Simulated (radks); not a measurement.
Values are calculated unless marked as measured or tabulated.
The mean radii <r> (bohr) of the occupied orbitals of an atom or ion are listed with their occupations. Code: a radial shooting solver on a logarithmic mesh with Libxc functionals. Model: Dirac Kohn-Sham, PBE, spin-unpolarised, spherical densities, point nucleus.

| orbital | occ. | <r> |
|---|---|---|
| 1s1/2 | 2 | 0.01773 |
| 2s1/2 | 2 | 0.07360 |
| 2p1/2 | 2 | 0.06076 |
| 2p3/2 | 4 | 0.06872 |
| 3s1/2 | 2 | 0.1807 |
| 3p1/2 | 2 | 0.1699 |
| 3p3/2 | 4 | 0.1821 |

Name the element and its charge. Open shells, if any, are shared by 2j + 1.

Answer. Z = 76, osmium, charge +58: Os58+ in [Ar]. The 1s radius gives Z: for a bare nucleus <r> = (2 gamma + 1)/(2Z) with gamma = sqrt(1 - (Z/c)^2), 0.01753 bohr for Z = 76, and screening makes it slightly larger (0.01773 here). The occupations add up to 18, and the charge is Z minus that.
